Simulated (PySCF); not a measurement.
PySCF input:

```python
from pyscf import gto, scf, dft

mol = gto.M(
    atom='''
    F    -1.90484661   -1.05629693    0.00370976
    C    -1.21809705    0.00093282   -0.01148083
    F    -1.90281836    1.05921285   -0.03959781
    I     0.78448240   -0.00060076    0.00739391
    ''',
    basis='def2-tzvpd',
    ecp='def2-tzvp',
    charge=1,
    spin=0,
    verbose=4,
)

mf = dft.RKS(mol, xc='m062x').density_fit(auxbasis='def2-universal-jkfit')
mf.grids.level = 4
mf.conv_tol = 1e-9
mf.max_cycle = 100
mf.max_memory = 1500
mf.kernel()
if not mf.converged:
    mf = mf.newton()
    mf.kernel(mf.make_rdm1())
mf.analyze()
```

Task: Which total energy does the run end on?

Result: -535.06874 Eh (M06-2X/def2-TZVPD).
